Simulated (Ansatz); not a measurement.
(Cl)3Ti-S-SiH3 (TiSiH₃SCl₃), relaxed as a singlet with RKS PBE-D4/def2-SVP in Ansatz, starting from the GFN2-xTB geometry. Force threshold 0.02 eV/Å.

Start:

```tsv
atom	x (Å)	y (Å)	z (Å)
Ti1	1.514	0.056	0.299
Cl2	1.759	-1.994	-0.195
Cl3	1.373	1.230	-1.465
Cl4	3.157	0.720	1.451
S5	-0.365	0.292	1.534
Si6	-1.648	-0.030	-0.175
H7	-2.903	-0.413	0.461
H8	-1.771	1.247	-0.883
H9	-1.115	-1.110	-1.026
```

Q: Estimate the energy that the relaxation releases and the steps that it takes.

A: 17.7 kJ/mol, in 8 steps; 12 s on 4 threads of Arm Neoverse V2 on a shared host. No frequencies were taken in this run, so the end may be a saddle point.

Q: Does the start keep its bonding and symmetry?

A: By distances, no bond broke or formed. The bond that changes most is Ti1–Si6, from 3.20 to 3.31 Å (atoms count from 1).

Q: Predict the relaxed structure.

A: 
| atom | x (Å) | y (Å) | z (Å) |
| --- | --- | --- | --- |
| Ti1 | 1.5861 | 0.0290 | 0.3052 |
| Cl2 | 1.8137 | -2.0962 | -0.1515 |
| Cl3 | 1.4104 | 1.1736 | -1.5519 |
| Cl4 | 3.2114 | 0.7418 | 1.5584 |
| S5 | -0.3000 | 0.3607 | 1.4913 |
| Si6 | -1.6912 | 0.0097 | -0.1561 |
| H7 | -2.9422 | -0.5318 | 0.4728 |
| H8 | -1.9625 | 1.3097 | -0.8532 |
| H9 | -1.1257 | -0.9966 | -1.1149 |
Bond lengths: 3 × Cl–Ti 2.17 to 2.19 Å; 1 × S–Ti 2.25 Å; 1 × S–Si 2.18 Å; 3 × H–Si 1.50 Å.
